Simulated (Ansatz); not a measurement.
Frontier orbitals of FH3NOSc (`[NH2][Sc]([OH])[F]`).

Total charge 0; spin multiplicity 1. Correlated methods include outer-core shells of Sc, which these sets cover unevenly. Scalar relativity is left out up to krypton. Geometry: relaxed with PBE0-D4/def2-TZVP. It is one conformer, not always the lowest. Basis def2-TZVPP, Ansatz 0.2.0.

Orbital energies of one run (eV). Highest occupied ones, from the top: -10.02, -11.81, -12.01, -12.80, -13.66, -13.69, -13.95, -15.74, -16.31, -25.48, -29.13, -32.59, -38.92, -38.96. Empty: 0.46, 2.23, 2.30, 2.47, 2.71, 2.93.

Task: Which functional gave them?
A. LC-ωPBE
B. CAM-B3LYP
C. revPBE
D. PBE

Result: A. HOMO energies: LC-ωPBE -10.02, CAM-B3LYP -8.64, revPBE -5.78, PBE -5.86 eV.

LC-ωPBE has ω = 0.4 bohr⁻¹.
